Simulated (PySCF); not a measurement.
Species: trans-Sn(NH3)2F4.
Structure used (PBE0-D3(BJ)/def2-SVP), in Å, numbered top down from 1:
```
atom  x, y, z in Å
Sn1    0.0029   -0.0100    0.0017
N2    -0.0453   -0.0278    2.2375
H3    -0.4643    0.8292    2.5983
H4     0.9357   -0.0728    2.5193
H5    -0.5418   -0.8428    2.5969
N6     0.0494    0.0220   -2.2340
H7     0.5303    0.8520   -2.5803
H8    -0.9323    0.0538   -2.5156
H9     0.4839   -0.8210   -2.6092
F10    1.9537   -0.0477    0.1543
F11   -1.9485    0.0320   -0.1366
F12    0.0426    1.9442    0.0203
F13   -0.0358   -1.9633   -0.0305
```

Method used: PBE0-D3(BJ)/def2-SVP geometry optimisation, gas phase, def2 core potentials past Kr in PySCF.

(1) Which atoms are bound to Sn1, and at what distances?

(2) List the angles at Sn1.

(3) What is the shape at Sn1?

(4) What are the other bond lengths?

Answers

(1) 6 atoms: F13 1.954 Å, F12 1.955 Å, F11 1.957 Å, F10 1.957 Å, N2 2.236 Å, N6 2.236 Å. The nearest atom not counted as bound is H4, at 2.69 Å (others tie with it).

(2) 
```
      angle  degrees  distance of the outer atoms (Å)
  N2–Sn1–N6    179.6                             4.47
F12–Sn1–F13    179.6                             3.91
F10–Sn1–F11    179.6                             3.91
 N6–Sn1–F10     93.3                             3.06
 N2–Sn1–F11     92.8                             3.04
 N2–Sn1–F13     90.5                             2.98
F10–Sn1–F13     90.1                             2.77
F11–Sn1–F13     90.0                             2.77
F11–Sn1–F12     90.0                             2.77
 N2–Sn1–F12     89.9                             2.97
F10–Sn1–F12     89.9                             2.76
 N6–Sn1–F13     89.9                             2.97
 N6–Sn1–F12     89.7                             2.96
 N6–Sn1–F11     87.1                             2.90
 N2–Sn1–F10     86.8                             2.89
```

(3) Octahedral: the three widest angles are 179.6°, 179.6° and 179.6°, the others run from 86.8° to 93.3°.

(4) N2–H3 and 5 like bonds 1.020 Å.

Charge 0, singlet. PBE0-D3(BJ)/def2-SVP frequencies: not computed here.
